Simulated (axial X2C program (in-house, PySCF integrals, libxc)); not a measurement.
What spin–orbit coupling does to RuF⁺

Calculated with an in-house relativistic program for diatomic molecules. Spin-free means the one-electron spin-free X2C Hamiltonian; two-component (2c) means X2C with spin–orbit coupling and atomic mean-field two-electron Coulomb and Gaunt terms, so the difference of the two also holds small scalar two-electron terms. Basis: Ru dyall-cv3z [12s12p8d5f3g], F dyall-av3z [7s6p3d2f] (cores contracted in-house); Gaussian nuclei, density fitting, unrestricted open shells. Masses: Ru 101.904 u, F 18.998 u.

Spin-free state: M_S = 2, Λ = 2 (beyond evenly filled blocks: σα, π+α, π-α, δ+α, δ+β, δ-α); fragments Ru+ + F.

```tsv
level	Re (Å)	ωe (cm⁻¹)	De (eV)	μ (D)
PBE0	1.815	712.6	3.492	-4.29
HF	1.853	703.9	1.715	-6.15
MP2	1.828	708.2	3.465	n/a
CCSD(T)	1.831	707.5	n/a	n/a
M06	1.825	704.2	3.415	-4.37
```

Correlated methods: 14 electrons correlated (number of frozen shells: Ru 4 s, 3 p, 1 d; F 1 s), 290 virtual spin orbitals or spinors in MP2, 90 natural virtuals in coupled cluster.

Dipoles are positive if F is the positive end and refer to the centre of mass.

Two-component determinant lowest at the distance of the search:

Ω = 4 (⟨Sz⟩ = 1.99, ⟨Lz⟩ = 2.01 at HF); fragments Ru+ + F.

```tsv
level	Re (Å)	ωe (cm⁻¹)	De (eV)	μ (D)
PBE0	1.815	712.5	n/a	-4.29
HF	1.853	703.7	n/a	-6.14
MP2	1.828	708.3	n/a	n/a
CCSD(T)	1.831	708.5	n/a	n/a
M06	1.825	704.2	3.411	-4.37
```

Problem. From the two tables, how do the constants change at the CCSD(T) level (2c against spin-free)?

Solution. At the CCSD(T) level Re is unchanged within 0.001 Å and ωe increases by 1.0 cm⁻¹.

Occupations by symmetry block were frozen at the best pattern of an incomplete PBE0 search. De is counted from the lowest determinant-based energies of the atoms at the same level, without counterpoise correction. De is not given where an atomic determinant may have missed its ground term or J level, or where the truncated virtual space spoils (T). Density functionals use the spin component along the axis (collinear). CCSD and (T) use frozen natural virtuals with an MP2 correction for the truncation; (T) itself is uncorrected, so its De runs slightly low. In 2c an atomic determinant is not the ground J level, so De misses part of the atomic spin–orbit lowering. This holds for M06. The functionals have no current-density term, which raises determinants with orbital currents, atoms included. With several unpaired electrons one determinant need not be a pure state. Open-shell Ω = 0 determinants with evenly filled partner blocks cannot be reached by this program, so the Ω shown need not be the lowest component.
